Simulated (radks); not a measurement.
Question: The tantalum ion Ta2+, configuration [Xe] 4f14 5d2.5 6p0.5 (fractional occupations, a model configuration). Method: Dirac Kohn-Sham, PBE, spin-unpolarised, spherical densities, point nucleus; open shells are shared between the two j in proportion to 2j + 1; computed with a radial shooting solver on a logarithmic mesh with Libxc functionals. Some entries of the table are withheld. Estimate them.

orbital,occ.,eigenvalue (Ry),<r> (bohr),r(max) (bohr)
1s1/2,2,-4946.262,0.01866,0.01167
2s1/2,2,-850.3171,0.07833,0.06704
2p1/2,2,(1),(2),0.04993
2p3/2,4,(3),(4),0.05666
3s1/2,2,-195.7835,0.2043,0.1889
3p1/2,2,(5),0.1942,0.1770
3p3/2,4,(6),0.2088,0.1908
3d3/2,4,-130.7269,(7),0.1497
3d5/2,6,-126.3494,(8),0.1535
4s1/2,2,-40.95255,0.4586,0.4293
4p1/2,2,-34.05540,0.4645,0.4295
4p3/2,4,-29.42775,0.4975,0.4587
4d3/2,4,-18.10614,(9),0.4564
4d5/2,6,-17.25614,(10),0.4657
5s1/2,2,-6.65140,1.100,0.9893
5p1/2,2,-4.65151,1.215,1.065
5p3/2,4,-4.00305,1.318,1.150
4f5/2,6,-3.19285,0.6331,0.4388
4f7/2,8,-3.04708,0.6438,0.4439
5d3/2,1,(11),1.910,1.506
5d5/2,1.5,(12),1.967,1.550
6p1/2,0.166667,-1.03367,3.404,3.017
6p3/2,0.333333,-0.95846,3.635,3.245

Answer: 
(1) 2p1/2 eigenvalue (Ry): -812.6066
(2) 2p1/2 <r> (bohr): 0.06487
(3) 2p3/2 eigenvalue (Ry): -719.2394
(4) 2p3/2 <r> (bohr): 0.07271
(5) 3p1/2 eigenvalue (Ry): -179.0456
(6) 3p3/2 eigenvalue (Ry): -158.9448
(7) 3d3/2 <r> (bohr): 0.1829
(8) 3d5/2 <r> (bohr): 0.1874
(9) 4d3/2 <r> (bohr): 0.5165
(10) 4d5/2 <r> (bohr): 0.5279
(11) 5d3/2 eigenvalue (Ry): -1.49034
(12) 5d5/2 eigenvalue (Ry): -1.43605
